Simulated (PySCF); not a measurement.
Electronic structure of As (arsenic, neutral) at the UHF level

Configuration: [Ar] 3d10 4s2 4p3, high-spin 4S determinant. Computed with PySCF 2.14 in pcseg-2 (6s5p3d1f, 43 functions), with no relativity, point nucleus.

* Total energy: -2234.209436 hartree
* One-electron energy: -3116.0197 hartree
* Hartree (Coulomb) energy: 963.3546 hartree
* Exchange energy: -81.5444 hartree
* Kinetic energy: 2237.29043 hartree
* ⟨S²⟩: 3.7510
* ⟨L²⟩: 0.000
* Sum of ⟨r⟩: 24.78 bohr
* Sum of ⟨r²⟩: 41.10 bohr²
* Density at the nucleus (Gaussians lack the cusp): 24400 bohr⁻³
* Spin density at the nucleus: -0.733 bohr⁻³
* Langevin diamagnetic susceptibility: -32.6 ×10⁻⁶ cm³/mol
* Time after the integrals: 0.2 s of wall time on 1 thread of Neoverse-N1 (shared host)

```csv
shell,electrons,mean orbital energy (eV),"rms radius, mean of both spins (bohr)"
1s α,1,-11767.9,0.0537
1s β,1,-11767.7,0.0537
2s α,1,-1529.8,0.224
2s β,1,-1529.8,0.224
2p α,3,-1362.4,0.198
2p β,3,-1362.2,0.198
3s α,1,-218.17,0.651
3s β,1,-217.78,0.651
3p α,3,-159.83,0.672
3p β,3,-159.27,0.672
3d α,5,-57.217,0.747
3d β,5,-56.948,0.747
4s α,1,-22.173,2.17
4s β,1,-15.165,2.17
4p α,3,-10.061,2.72
```
